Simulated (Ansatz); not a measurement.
Geometry optimisation, RKS PBE-D4/def2-SVP in Ansatz 0.2.0.

Input:

```yaml
crystal:
  periodic: [false, false, false]
  atoms:
    - { symbol: O, position_ang: [-1.3278, 0.1353, -1.2525] }
    - { symbol: As, position_ang: [-0.5978, 1.1596, 0.0777] }
    - { symbol: Si, position_ang: [0.5707, -0.673, 0.8233] }
    - { symbol: H, position_ang: [-1.7706, 0.8617, -1.8257] }
    - { symbol: H, position_ang: [0.584, 1.6102, -0.864] }
    - { symbol: H, position_ang: [1.6482, -0.2108, 1.7683] }
    - { symbol: H, position_ang: [1.2534, -1.3557, -0.3023] }
    - { symbol: H, position_ang: [-0.2681, -1.5844, 1.5194] }
basis:
  gaussian: { orbitals: def2-SVP }
hamiltonian:
  xc: pbe
  dispersion: d4
relax:
  f_tol: 0.015
  max_steps: 40
output:
  orbitals: {}
```

Launched with:

```bash
$ ansatz run input.yaml --threads 1 --pin off --max-ram 2048MiB --backend cpu --events-out ev --progress --plain --runs-dir out
```

Q: Where does it end, and by what steps?

A: The forces met the threshold. The force dipped under the threshold on the way, but the program's further checks kept it going. After 10 steps the energy has fallen by 0.319 eV; H4 moved furthest, 0.57 Å.

| step | energy less start (eV) | largest force component (eV/Å) | accepted |
| --- | --- | --- | --- |
| 0 | 0.0000 | 1.750 | yes |
| 1 | -0.2338 | 0.650 | yes |
| 2 | -0.2604 | 1.154 | yes |
| 3 | -0.3087 | 0.223 | yes |
| 4 | -0.2972 | 0.249 | no |
| 5 | -0.3164 | 0.106 | yes |
| 6 | -0.3186 | 0.023 | yes |
| 7 | -0.3178 | 0.055 | no |
| 8 | -0.3189 | 0.010 | yes |
| 9 | -0.3190 | 0.028 | yes |
| 10 | -0.3190 | 0.012 | yes |

```xyz
8
Properties=species:S:1:pos:R:3
O -1.197 0.319 -1.510
As -0.507 1.252 -0.071
Si 0.623 -0.671 0.810
H -2.146 0.551 -1.530
H 0.781 1.731 -0.784
H 1.616 -0.248 1.863
H 1.329 -1.427 -0.280
H -0.407 -1.564 1.446
```

Time of the run: 31 s on 1 CPU thread of a shared host.
